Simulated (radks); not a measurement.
Problem. All-electron calculation, non-relativistic Kohn-Sham, LDA (Slater exchange, Perdew-Wang correlation), spin-unpolarised, spherical densities, point nucleus. Program: a radial shooting solver on a logarithmic mesh with Libxc functionals. Response by self-consistent Sternheimer equations with the Hartree and adiabatic LDA kernel. For heavy and open-shell atoms this level of theory can miss by tens of per cent. Estimate the static dipole polarisabilities of Cl ([Ne] 3s2 3p5) and P2+ ([Ne] 3s2 3p1) and the C6 coefficients of the three pairs.

Solution. alpha = 15.84 and 9.124 bohr^3; C6 = 100.9 (Cl-Cl), 57.40 (Cl-P2+), 32.71 (P2+-P2+) hartree bohr^6.
